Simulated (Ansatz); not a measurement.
`OCO[SiH3]` + `OC([SiH3])S` → `[SiH3]OC([SiH3])S` + `OCO`  (ligand exchange at the Si–O bond)

Isolated molecules relaxed with PBE0-D4/def2-TZVP in Ansatz; ΔE leaves out vibrations. CBS: MP2 limit from def2 TZ/QZ plus the TZ coupled-cluster correction, frozen cores. This one scheme is used for every species. One conformer a species, not always the lowest.

`OCO[SiH3]`:

```xyz
10

O    -0.289   -0.505    2.233
C     0.175    0.130    1.098
O    -0.406   -0.441   -0.047
Si   -0.194    0.130   -1.575
H    -0.034   -1.432    2.187
H     1.271    0.061    1.014
H    -0.117    1.181    1.197
H    -0.988   -0.749   -2.463
H    -0.661    1.539   -1.681
H     1.244    0.087   -1.963
```

`OC([SiH3])S`:

```xyz
10

O    -0.771    1.387   -0.533
C    -0.511    0.192    0.188
Si    1.004   -0.746   -0.486
S    -0.175    0.578    1.907
H    -0.875    1.161   -1.464
H    -1.382   -0.475    0.165
H     1.021   -2.142    0.017
H     2.251   -0.038   -0.104
H     0.877   -0.755   -1.970
H    -1.440    0.839    2.281
```

`[SiH3]OC([SiH3])S`:

Cartesian coordinates in Å:
```
Si 2.249 0.227 0.090
O 0.734 -0.381 0.388
C -0.363 -0.198 -0.470
Si -1.937 -0.784 0.411
S -0.571 1.502 -1.076
H 3.153 -0.603 0.920
H 2.377 1.651 0.488
H 2.585 0.082 -1.352
H -0.223 -0.765 -1.401
H -2.223 0.172 1.512
H -1.736 -2.147 0.966
H -3.059 -0.793 -0.561
H -0.986 2.039 0.085
```

`OCO`:

Cartesian coordinates in Å:
```
O -0.712 -0.741 0.656
C -0.187 0.061 -0.360
O 1.040 0.634 -0.022
H -0.094 -1.462 0.813
H -0.954 0.817 -0.555
H 0.004 -0.510 -1.275
H 0.902 1.201 0.743
```

```json
{"species": "`OCO[SiH3]`", "CCSD(T)/CBS(def2) energy (Eh)": "-481.10433"}
{"species": "`OC([SiH3])S`", "CCSD(T)/CBS(def2) energy (Eh)": "-803.66233"}
{"species": "`[SiH3]OC([SiH3])S`", "CCSD(T)/CBS(def2) energy (Eh)": "-1093.98070"}
{"species": "`OCO`", "CCSD(T)/CBS(def2) energy (Eh)": "-190.79619"}
```

(1) Work out ΔE.

Largest T1 diagnostic among the species: 0.012.

## Answers

(1) ΔE = (-1093.98070) + (-190.79619) − (-481.10433) − (-803.66233) = -0.01023 Eh = -26.9 kJ/mol.

In def2-TZVPP, CCSD(T) changes the Hartree–Fock value by −7.6 kJ/mol (the triples alone add −1.6 kJ/mol) and MP2 by −9.3 kJ/mol. The D4 term adds −6.9 kJ/mol with B3LYP and −3.9 kJ/mol with PBE0; it sums over pairs of atoms, weighted by their polarisabilities, and B3LYP, whose exchange is more repulsive, gets the larger term.

B3LYP here is the variant with VWN-RPA as its local correlation; programs differ in this.
